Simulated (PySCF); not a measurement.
SMILES C[Si](C)(C)CC[SiH3], singlet (GFN2-xTB optimised geometry):

```
23

C      2.011    -0.403     0.000
Si     0.103    -0.403     0.000
C     -0.532    -1.296    -1.564
C     -0.531     1.398     0.000
C     -0.514    -1.314     1.569
C     -2.038    -1.426     1.656
Si    -2.614    -2.324     3.229
H      2.408     0.089     0.882
H      2.408    -1.413    -0.017
H      2.402     0.117    -0.869
H     -1.614    -1.250    -1.637
H     -0.126    -0.845    -2.465
H     -0.247    -2.344    -1.566
H     -1.615     1.440    -0.055
H     -0.141     1.951    -0.850
H     -0.228     1.925     0.900
H     -0.083    -2.316     1.603
H     -0.146    -0.798     2.458
H     -2.408    -1.951     0.774
H     -2.473    -0.426     1.622
H     -2.158    -1.585     4.409
H     -4.077    -2.412     3.243
H     -2.044    -3.674     3.258
```

Calculation: PBE0/def2-SVP (PySCF).

**Question.** What are the frontier orbital energies and the dipole moment?

**Answer.** HOMO-2 -8.36 eV, HOMO-1 -8.34 eV, HOMO -7.45 eV, LUMO 1.06 eV, LUMO+1 1.74 eV; dipole moment 0.82 D.

Meta-Löwdin charges at PBE0/def2-SVP: C1 -0.55, Si2 0.88, C3 -0.55, C4 -0.55, C5 -0.41, C6 -0.39, Si7 0.48, H8 0.11, H9 0.11, H10 0.11, H11 0.11, H12 0.11, H13 0.11, H14 0.11, H15 0.11, H16 0.11, H17 0.10, H18 0.10, H19 0.10, H20 0.10, H21 -0.10, H22 -0.10, H23 -0.10.
